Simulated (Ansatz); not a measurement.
Job for Ansatz (a quantum-chemistry and plane-wave program): U-B97M-V/def2-TZVPPD on CH3O (SMILES C[O]). The basis file is the Basis Set Exchange's JSON of that set.

Ansatz 0.2 input:
```yaml
crystal:
  periodic: [false, false, false]
  atoms:
    - {symbol: C, position_ang: [-0.03847363, -0.03947822, 0.00000000]}
    - {symbol: O, position_ang: [-0.02895928, 1.32295104, -0.00000000]}
    - {symbol: H, position_ang: [1.02825654, -0.33995260, 0.00000000]}
    - {symbol: H, position_ang: [-0.48036181, -0.47181011, 0.90879300]}
    - {symbol: H, position_ang: [-0.48036181, -0.47181011, -0.90879300]}
basis:
  gaussian:
    orbitals: def2-TZVPPD.json
hamiltonian:
  xc: {name: B97M-V}
magnetization: {spin_polarized: true, initial_magnetization: 1}
```

It printed:

```
WARN ansatz: RAYON_NUM_THREADS=4 ignored (pool sized by the plan → 4); use --threads N
Functional definition: B97M-V
integrals: 0.03 GiB planned
535 factors; their error is unknown
mean field: 0.51 GiB planned
mean field evaluation 1: about -3128.1262 eV, gradient 2.7e1 eV
mean field evaluation 2: about -3126.4082 eV, gradient 3.3e1 eV
mean field evaluation 4: about -3131.3638 eV, gradient 2.9e0 eV
mean field evaluation 8: about -3131.3812 eV, gradient 3.5e-2 eV
mean field evaluation 16: about -3131.3812 eV, gradient 7.1e-5 eV
mean field -3131.38121309 eV, -115.0761370546 hartree, gradient 1.5e-6 eV, S^2 0.754656; 1 other end points of the search recorded, 0 dependent functions left out
reference -3131.38127168 eV, -115.0761392078 hartree; 9, 8 occupied and 119, 120 virtual orbitals, 535 factors
Total energy: -3131.38127168 eV, -115.0761392078 hartree
```

The run converged.

Cost: very roughly 12 core-seconds.
